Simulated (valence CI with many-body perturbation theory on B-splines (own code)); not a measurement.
## How close is CI+MBPT for Xe⁵⁺?

Computed by relativistic CI+MBPT: three valence electrons over a frozen Dirac-Fock core [Kr] 4d10, radial functions for each j: 11 s, 11 p, 10 d, 8 f, 5 g, 2 h, with the one-electron correlation potential Σ1 (screened to all orders), the two-electron term Σ2, the three-electron term Σ3, Breit, model QED; selected single and double excitations, second order for the rest, scaled by the run's own slope (own B-spline code, finite nucleus).

Against 18 measured levels this calculation errs by 446 cm⁻¹ on average and by 1230 at most. These come from a selection out of Saloman, J. Phys. Chem. Ref. Data 33, 765 (2004). Levels without a partner in it may be off by more, other configurations by several thousand cm⁻¹. The list stops below the first excitations out of the core. 7 measured levels below the end of the list, from 338450 cm⁻¹ on, found no clear computed partner, and computed levels of the same name lie up to 10570 cm⁻¹ from them.

Measured levels: Saloman, J. Phys. Chem. Ref. Data 33, 765 (2004). Pairs share parity and J, and are chosen by configuration, term and nearness in energy; levels without a clear partner are left out. Energies in cm⁻¹ above the measured ground level.

Names give the largest LS component (configuration and term), which can be under half, so a name can repeat, a term be missing and a line seem to break the LS rules; names also repeat where a configuration has a term twice.

| Computed label | Label in the source | Measured | Computed | Difference |
| --- | --- | --- | --- | --- |
| 5s2 5p 2P°_1/2 | 5s2 5p 2P° | 0 | 0.0 | 0 |
| 5s2 5p 2P°_3/2 | 5s2 5p 2P° | 15599 | 15605.0 | +6 |
| 5s 5p2 4P_1/2 | 5s 5p2 4P | 92586 | 92298.4 | -288 |
| 5s 5p2 4P_3/2 | 5s 5p2 4P | 100378 | 100078.3 | -300 |
| 5s 5p2 4P_5/2 | 5s 5p2 4P | 107205 | 106934.7 | -270 |
| 5s 5p2 2D_3/2 | 5s 5p2 2D | 124869.9 | 124787.4 | -82 |
| 5s 5p2 2D_5/2 | 5s 5p2 2D | 129229.9 | 129115.0 | -115 |
| 5s 5p2 2P_1/2 | 5s 5p2 2P | 141837.2 | 142187.0 | +350 |
| 5s 5p2 2S_1/2 | 5s 5p2 2S | 157995.6 | 158218.4 | +223 |
| 5s 5p2 2P_3/2 | 5s 5p2 2P | 159112 | 159609.3 | +497 |
| 5s2 5d 2D_3/2 | 5s2 5d 2D | 180249.6 | 180803.8 | +554 |
| 5s2 5d 2D_5/2 | 5s2 5d 2D | 182308 | 182897.9 | +590 |
| 4f 5s2 2F°_5/2 | 5s2 4f 2F° | 184994 | 185475.1 | +481 |
| 4f 5s2 2F°_7/2 | 5s2 4f 2F° | 185306 | 185804.3 | +498 |
| 5s2 6s 2S_1/2 | 5s2 6s 2S | 223477.8 | 224256.0 | +778 |
| 5s2 6p 2P°_1/2 | 5s2 6p 2P° | 264891 | 265363.7 | +473 |
| 5s2 6p 2P°_3/2 | 5s2 6p 2P° | 270305.7 | 270690.3 | +385 |
| 5s2 5f 2F°_7/2 | 5s2 5f 2F° | 331260 | 332490.1 | +1230 |
| 5s2 5f 2F°_5/2 | 5s2 5f 2F° | 331798 | 332707.7 | +910 |

Over 18 excited levels the mean absolute difference is 446 cm⁻¹, the median 429 and the largest 1230. The comparison draws on a selection of the measured levels: 19 of the 136 computed ones have a partner in it, and others may be off by more.

These 7 measured levels below the end of the computed list are not counted above. Beside each stands the unpaired computed level of its name, or else the nearest of its J and parity; the gap is either an error of the method or a doubtful assignment.

| Label in the source | J | Measured | Unpaired level | Computed |
| --- | --- | --- | --- | --- |
| 5s2 6d 2D | 3/2 | 338450 | 5s2 6d 2D_3/2 | 334974 |
| 5s2 6d 2D | 5/2 | 339770 | 5s2 6d 2D_5/2 | 336011 |
| 5s2 7s 2S | 1/2 | 352250 | 5s2 7s 2S_1/2 | 346864 |
| 5s2 7p 2P° | 1/2 | 374180 | 5s2 7p 2P°_1/2 | 363610 |
| 5s2 7p 2P° | 3/2 | 375500 | 5s2 7p 2P°_3/2 | 372006 |
| 5s2 7d 2D | 3/2 | 404100 | 5s2 7d 2D_3/2 | 398465 |
| 5s2 7d 2D | 5/2 | 404930 | 5s2 7d 2D_5/2 | 399667 |
